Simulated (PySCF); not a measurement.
## Computed structure and properties of EuBr2

System: EuBr2 (singlet in the valence; each metal's 4f electrons, 7 of them, lie in its core potential, out of spins and levels); start: template (C2v). Method: PySCF 2.14.0, RKS PBE0, Eu lcecp-0-SVP with ECP53, Br def2-SVP; non-relativistic Hamiltonian with scalar-relativistic core potentials where named; density fitting; no spin-orbit coupling.

Input of the relaxation:

```python
mol = gto.M(atom='''
Eu     0.00000     0.00000    -0.61071
Br     2.68670    -0.00000     0.59169
Br    -2.68670     0.00000     0.59169''',
    basis={'Eu': 'lcecp-0-SVP', 'Br': 'def2-SVP'},
    ecp={'Eu': 'lcecp-0-SVP'},
    charge=0, spin=0)
mf = dft.RKS(mol, xc='PBE0')
mf.grids.atom_grid = (50, 194)  # f atoms: unpruned, at least (60, 302)
mf = mf.density_fit()  # fitting sets: Eu AutoAux, Br def2-universal-JKFIT
mf.conv_tol = 1e-08; mf.max_cycle = 55
mf.kernel(dm0)  # dm0: converged density of the start geometry
# quasi-Newton relaxation in Cartesian coordinates to a largest gradient under 0.00045 Eh/bohr, steps kept in the point group
```

Run from Python with OMP_NUM_THREADS=2; the lines above give its settings. Where DIIS fails, smearing, a level shift and second-order steps follow.
It took 30 s on 2 threads of Arm Neoverse V1, on a shared host, from the converged density of the start.

Course of the relaxation:

```json
{"step": "0", "energy above end (eV)": "0.2091", "largest force component within the symmetry (eV/Å)": "0.977"}
{"step": "1", "energy above end (eV)": "0.0797", "largest force component within the symmetry (eV/Å)": "0.618"}
{"step": "2", "energy above end (eV)": "0.0104", "largest force component within the symmetry (eV/Å)": "0.170"}
{"step": "3", "energy above end (eV)": "0.0064", "largest force component within the symmetry (eV/Å)": "0.051"}
{"step": "4", "energy above end (eV)": "0.0050", "largest force component within the symmetry (eV/Å)": "0.052"}
{"step": "5", "energy above end (eV)": "0.0011", "largest force component within the symmetry (eV/Å)": "0.043"}
{"step": "6", "energy above end (eV)": "0.0003", "largest force component within the symmetry (eV/Å)": "0.020"}
{"step": "7", "energy above end (eV)": "0.0000", "largest force component within the symmetry (eV/Å)": "0.002"}
```

Relaxed geometry (C2v):

```xyz
3

Eu    0.0000    0.0000   -0.3154
Br    2.6818    0.0000    0.4440
Br   -2.6818    0.0000    0.4440
```

```tsv
contact	Å
Eu1–Br2 (Br)	2.787
Eu1–Br3 (Br)	2.787
```

On the finer grid (75, 302):

```yaml
HOMO: not given (4f levels lie in the core)
LUMO: not given (4f levels lie in the core)
Dipole_about_the_centre_of_mass: 4.44 D
Set_of_Mulliken_populations_of_Eu1_outside_the_core_potential: s 2.20, p 6.18, d 0.73, f 0.02
D3_BJ_dispersion_energy_not_in_the_energies: -0.066 eV
```

| atom | Mulliken (e) | Löwdin (e) | spin (e) |
| --- | --- | --- | --- |
| Eu1 | 0.87 | 0.42 | 0.00 |
| Br2 | -0.43 | -0.21 | 0.00 |
| Br3 | -0.43 | -0.21 | 0.00 |

The 4f levels lie in the core potential and are missing. Their spin isn't counted.

On the grid (50, 194), as all that follows. Harmonic modes: a minimum within the noise of the softest modes; lowest 24 cm⁻¹ (negative: unstable), highest 220 cm⁻¹, zero-point energy 0.026 eV.

Taking off one Br (charge -1, singlet; the rest: singlet) in vacuum, both parts rigid, costs 7.27 eV; the small basis without counterpoise inflates it. Most of it is the attraction of opposite charges; other ways to part are cheaper, and one spin state was tried for the rest.

Rigid scan of Br along the line from its metal:

distance to Br2 (Å), energy (eV) and a bar:
```
     2.49      0.494 ######
     2.59      0.194 ##
     2.69      0.044 #
     2.79      0.000 
     2.89      0.034 
     2.99      0.120 ##
     3.19      0.391 #####
     3.49      0.901 ############
     3.89      1.590 ####################
     4.39      2.335 ##############################
```

One start shape was tried, so this needn't be the lowest isomer.

An lcecp potential fixes the number of 4f electrons, so in runs with it no electron can move into or out of that shell.
